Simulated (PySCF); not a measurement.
**Electron correlation in Cu+ (copper, charge +1)**

[Ar] 3d9 4p1, one real determinant (an excited configuration). Computed with PySCF 2.14 in aug-cc-pVDZ-PP with ECP10MDF (5s5p4d2f, 54 functions), with scalar relativity through the core potential. Frozen: 3s2 3p6; 10 electrons correlated.

MP2 pair energies summed by pair of shells (mhartree):

```
 pair   energy  share (%)
3d-3d  -302.30       95.5
3d-4p   -14.31        4.5
```

Total MP2 correlation energy: -316.61 mhartree.

Same-spin part -118.69 and opposite-spin part -197.93 mhartree; SCS-MP2 scales them by 1/3 and 6/5 to -277.07 mhartree.

The reference is one real determinant that mixes LS terms of this configuration.
